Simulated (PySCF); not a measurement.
## Working out the ionisation energy of Ge

Ge [Ar] 3d10 4s2 4p2 (3P) → Ge⁺ [Ar] 3d10 4s2 4p1 (2P). All numbers are calculated (PySCF 2.14, the spin-free X2C one-electron Hamiltonian (Gaussian nucleus), in aug-cc-pVDZ-DK). Frozen: [Ar] 3d10. Energies in hartree (1 hartree = 27.21139 eV):

```csv
part,Ge (lower),Ge⁺ (upper)
UHF,-2096.959641,-2096.687206
MP2 opposite-spin,-0.033607,-0.029066
MP2 same-spin,-0.007340,-0.002117
```

Problem. What does Hartree-Fock give?

Solution. (-2096.687206) − (-2096.959641) = 0.272435 hartree = 7.413 eV.

Problem. What do MP2 and SCS-MP2 (6/5 opposite-spin, 1/3 same-spin) give?

Solution. The opposite-spin parts differ by 0.124 eV and the same-spin parts by 0.142 eV. MP2: 7.413 + (0.124) + (0.142) = 7.679 eV. SCS-MP2: 7.413 + 1.2 × (0.124) + (0.142)/3 = 7.609 eV.

Measured between the centres of the two terms (NIST): 7.925 eV, so MP2 (valence) is off by -0.246 eV.

A double-zeta basis recovers only part of the correlation energy.

What remains against the reference includes basis incompleteness, the frozen core and correlation beyond second order.
